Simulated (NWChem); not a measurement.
System: C₂HF₃; SMILES FC=C(F)F

```xyz
6

F      0.0775    -1.8791     0.0000
C     -0.6283    -0.7549     0.0000
C     -0.0308     0.4329     0.0000
F      1.2619     0.6209     0.0000
F     -0.6969     1.5609     0.0000
H     -1.7135    -0.8582     0.0000
```
Atoms are numbered in this order, from 1.

Level: PBE0/def2-SVP (NWChem), optimised geometry, unscaled harmonic frequencies. 

List the harmonic frequencies with IR intensities, and the thermochemistry.


| frequency (cm⁻¹) | IR intensity (km/mol) |
|---|---|
| 229 | 4.3 |
| 316 | 4.2 |
| 497 | 1.9 |
| 592 | 0.3 |
| 640 | 3.3 |
| 791 | 33.4 |
| 969 | 59.7 |
| 1220 | 102.5 |
| 1316 | 223.0 |
| 1424 | 174.4 |
| 1885 | 81.7 |
| 3271 | 8.8 |

The zero-point energy comes out as 18.8 kcal/mol and the thermal correction to the enthalpy at 298.15 K (with zero-point energy) is 22.2 kcal/mol. The heat capacity Cv comes out as 14.2 cal/(mol K) and the entropy at 298.15 K and 1 atm (symmetry number 1) is 69.6 cal/(mol K). The dipole moment is 1.18 D.

Rigid rotor and harmonic oscillator.
